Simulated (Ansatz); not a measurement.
Ideal-gas functions of CH₃CdFS (`C[S][Cd][F]`) at 600 K and 1 bar, from an Ansatz frequency run at PBE0-D4/def2-TZVP.

Molar mass 178.51 g/mol, point group Cs (symmetry number 1), electronic degeneracy 1, moments of inertia 34.604, 339.086, 370.479 u Å². Harmonic wavenumbers (cm⁻¹, unscaled): 88, 107, 143, 179, 355, 582, 719, 964, 979, 1350, 1471, 1477, 3067, 3153, 3161.

Use S(trans) = R[1.5 ln M + 2.5 ln T − 1.1517]; rotational temperatures θ = 24.2544 K / I; S(rot) = R[ln(√π/σ · √(T³/θAθBθC)) + 1.5]; for each mode x = 1.438777 ν̃/T, S = R[x/(eˣ − 1) − ln(1 − e⁻ˣ)] and H = RT x/(eˣ − 1); 1 cm⁻¹ = 0.0119627 kJ/mol; R = 8.31446 J/(mol·K).

**Question.** By hand: the entropy, in J/(mol·K).

**Answer.** Translation 188.1. Rotation: θ = 0.7009, 0.0715, 0.0655 K, giving 120.8. Vibration, mode by mode: 21.27, 19.65, 17.25, 15.41, 9.90, 6.19, 4.74, 2.98, 2.90, 1.43, 1.14, 1.12, 0.04, 0.04, 0.04, in all 104.1. Electronic 0.0. Sum 413.0 J/(mol·K).

**Question.** By hand: H − E and G − E in kJ/mol, counted from the electronic energy.

**Answer.** Zero-point energy ½ × 17795 × 0.0119627 = 106.4; thermal vibration 28.6; translation, rotation and pV give 4 RT = 20.0. H − E = 155.0 kJ/mol, and G − E = 155.0 − 600 × 413.0/1000 = -92.8 kJ/mol.

Vibration gives 25 % of the entropy, 58.2 J/(mol·K) of it from the modes under 150 cm⁻¹: soft modes count most, and the harmonic formula is weakest for them. The sum counts one conformer and one mirror image; others add a mixing term.
